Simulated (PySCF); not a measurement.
V(OH)2 (H2O2V), SMILES [V]([OH])[OH] (connectivity only; charge and spin as stated), neutral, multiplicity 4.

Coordinates come from a PBE-D3(BJ)/def2-TZVP optimisation. A frequency run showed that this geometry is not a minimum. The spin state was assumed, not searched. One conformer was computed; it need not be the lowest.

All values below come from PySCF with PBE-D3(BJ)/def2-TZVP.

Frequencies are harmonic and unscaled.

Modes within 1.5 cm⁻¹ of each other (mostly degenerate sets) share a row, with their intensities summed.

```
mode  ν (cm⁻¹)  IR (km/mol)  moving atoms (share of kinetic energy)
----  --------  -----------  --------------------------------------
1–2        30i         70.5                  H 41 %, V 30 %, O 28 %
3–4        380          0.0                          H 87 %, O 13 %
5–6        391        364.2                  H 56 %, O 34 %, V 10 %
7          671          0.0                                  O 94 %
8          794        289.2                          O 56 %, V 40 %
9         3836        383.6                                  H 94 %
10        3839          0.0                                  H 94 %
```
